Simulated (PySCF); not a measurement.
Bromine: a sound run and one with changed settings

Sound run: Br⁺ [Ar] 3d10 4s2 4p4, Br²⁺ [Ar] 3d10 4s2 4p3. All numbers are calculated (PySCF 2.14, a scalar-relativistic core potential, in aug-cc-pVDZ-PP with ECP10MDF). In the sound run the correlated levels freeze 3s2 3p6 3d10 outside the core potential. The sound run starts from symmetry-adapted Hartree-Fock orbitals and uses a fine grid where one is needed.

A second run was set up differently.

```csv
species,method,sound run (hartree),changed run (hartree),converged
Br⁺,MP2,-415.15450,-415.11626,yes
Br⁺,CCSD(T),-415.17139,-415.12478,yes
Br²⁺,MP2,-414.39735,-414.35284,yes
Br²⁺,CCSD(T),-414.41259,-414.35731,yes
```

Ionisation energy of Br⁺:

| method | sound run (eV) | changed run (eV) |
| --- | --- | --- |
| UHF | 20.157 | 20.157 |
| MP2 | 20.603 | 20.774 |
| SCS-MP2 | 20.615 | 20.890 |
| CCSD | 20.635 | 20.879 |
| CCSD(T) | 20.648 | 20.884 |

(1) What was changed?
A. level shift left on
B. basis contracted for another Hamiltonian
C. too few SCF iterations
D. a valence shell is frozen

Results:

(1) D. Freezing a valence shell removes pair correlation that changes on ionisation.
